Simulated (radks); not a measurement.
The numbers below are computed, except where a source is named.
Question: Numerical settings for neutral nitrogen, [He] 2s2 2p3. Code: a radial shooting solver on a logarithmic mesh with Libxc functionals. Model: Dirac Kohn-Sham, PBEsol, spin-unpolarised, spherical densities, finite nucleus; open shells are shared between the two j in proportion to 2j + 1; Fermi nuclear charge, rms radius 2.5582 fm. The defaults (mesh step 0.008 in ln r, mesh end at 40 bohr or more with all orbitals vanishing there, Anderson mixing 0.5 over 9 steps, residual threshold near 1e-9 with the energy settled to 1e-9 hartree or 1e-11 of itself, here a cap of 71 iterations) give E = -54.2417 hartree and 2p3/2 at -7.030 eV in 14 iterations. Run on one thread of a shared host, so times are rough (Arm Neoverse N1): 0.06 s of CPU time, 0.06 s wall, 14 iterations on 2208 mesh points. One setting is changed at a time: mesh step in ln r 0.2; mesh step in ln r 0.08; mesh step in ln r 0.12; mesh end (bohr) 8; mesh end (bohr) 1; residual threshold 1e-16; residual threshold 0.1; mixing 0.01; linear mixing, mixing 1; linear mixing, mixing 0.8; mixing history 20; iteration cap 2. Which runs fail to converge, and which converge to a wrong energy?

Answer: Not converged within the cap: mesh step in ln r 0.2; mesh step in ln r 0.12; residual threshold 1e-16; linear mixing, mixing 1; iteration cap 2. Settled on a wrong energy, with an occupied level pushed above zero by the early mesh end: mesh end (bohr) 1 (+27.2 hartree). Apart from these: no run marked as converged misses the energy by more than 1 mhartree.
